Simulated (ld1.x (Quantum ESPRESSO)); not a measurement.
## vanadium (V), ultrasoft: configuration errors across variants

ld1.x (Quantum ESPRESSO) 7.5 input, shortened:

```
&input
   title='V', zed=23., rel=0, dft='PBE', iswitch=3,
   config='[Ar] 3d3 4s0.5 4p0'
 /
 &inputp
   pseudotype=3, tm=.true., lloc=-2, rcloc=3.00,
   nlcc=.true.,
   which_augfun='PSQ', rmatch_augfun_nc=.true.
 /
6
4S  1  0   0.50   0.00  2.60  2.85  0.0
4S  1  0   0.00   1.45  2.60  2.85  0.0
4P  2  1   0.00   0.00  2.80  3.10  0.0
4P  2  1   0.00   0.15  2.80  3.10  0.0
3D  3  2   3.00   0.00  1.85  2.35  0.0
3D  3  2   0.00   3.70  1.85  2.35  0.0
 &test
   configts(1)='3d3 4s0.5 4p0'
 /
```

All-electron excitation energies from the reference (eV): (1) 3d3 4s2 4p0 -13.887; (2) 3d3 4s1 4p0 -6.228; (3) 3d3 4s0 4p0 7.944.

The default core radius of the base comes out at 1.49 bohr.

2 further variants failed, have other tests or another functional or relativity, and are left out.

Errors AE − PS in meV (a dash: test not solved or not reliable):

```csv
change,(1),(2),(3),bound ghosts
base,+37,+6.6,+11,none
local potential all-electron potential smoothed inside 2.55 bohr (lloc = -1),–,–,–,none
"waves 4p (bound): rcut 2.72, rcutus 2.88 bohr; 4p channel at 0.15 Ry: rcut 2.72, rcutus 2.88 bohr",+37,+6.6,+11,none
"augmentation built from norm-conserving waves at rcut, not smoothed further",-178,-34,-4.9,not determined
"all radii but the core radius scaled by about 0.81 (s 2.32, p 2.52, d 1.90 bohr, rcut 2.12/2.28/1.50); local potential all-electron potential smoothed inside 2.44 bohr (lloc = -2)",–,–,–,none
"waves 4s (bound): rcut 2.60, rcutus 4.28 bohr; 4s channel at 1.45 Ry: rcut 2.60, rcutus 4.28 bohr",+82,+9.7,+8.8,none
"waves 3d (bound): rcut 1.85, rcutus 2.48 bohr; 3d channel at 3.7 Ry: rcut 1.85, rcutus 2.48 bohr",–,–,–,none
local potential all-electron potential smoothed inside 3.02 bohr (lloc = -2),–,–,–,none
"type PAW; local potential all-electron potential smoothed inside 3.05 bohr (lloc = -1); augmentation BESSEL, radius 1.30 bohr",–,–,–,none
"wave 4p channel at 0.15 Ry: rcut 2.80, rcutus 3.10 bohr becomes 4p channel at 0.34 Ry: rcut 2.80, rcutus 3.10 bohr",+37,+6.6,+11,none
```

Question: Give the same row for: core correction a·sin(br)/r model core inside 2.62 bohr.

Answer: +50, +12, +26; bound ghosts: none.
